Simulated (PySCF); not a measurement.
Level of theory: PBE0-D3(BJ)/def2-TZVP (PySCF). All species are isolated molecules in the gas phase. 

Reference species (SMILES): `[CH2][GeH3]` (neutral, multiplicity 2).

dipole moment: 0.52 D

Changed species: `[CH3][GeH2]` (H atom removed from Ge2; the reference has H atom removed from C1).

Q: Give the shifts of the dipole moment.

A: the dipole moment increases by 0.31 D, to 0.83 D.
